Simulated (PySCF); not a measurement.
Excitations are Tamm–Dancoff values on a coarser integration grid. The basis has no diffuse functions, so Rydberg states are missing or too high.

Cartesian coordinates (Å):
SMILES: C([SiH2]O)C
```xyz
12

C     -1.5345     0.2405     0.3654
C     -0.4240     0.1159    -0.6745
Si     1.1729    -0.5733     0.0084
O      1.7727     0.3380     1.2505
H     -1.2348     0.8929     1.1890
H     -2.4499     0.6516    -0.0673
H     -1.7831    -0.7320     0.7983
H     -0.2151     1.0903    -1.1324
H     -0.7372    -0.5363    -1.4992
H      0.9433    -1.9170     0.5976
H      2.1741    -0.6739    -1.0943
H      2.1632     1.1840     1.0303
```
Charge 0, multiplicity 1.

Problem. What S1 oscillator strength, dipole moment, T1 excitation (TDA), total energy and S1–T1 gap (TDA) does PySCF 2.14.0 with PBE-D3(BJ)/def2-TZVP // PBE0-D4/def2-TZVP give?

Solution. 
The S1 oscillator strength is 0.003 and the dipole moment comes out as 1.67 D. The T1 excitation (TDA) is 6.08 eV and the total energy is -445.5172 Ha. The S1–T1 gap (TDA) comes out as 0.25 eV.
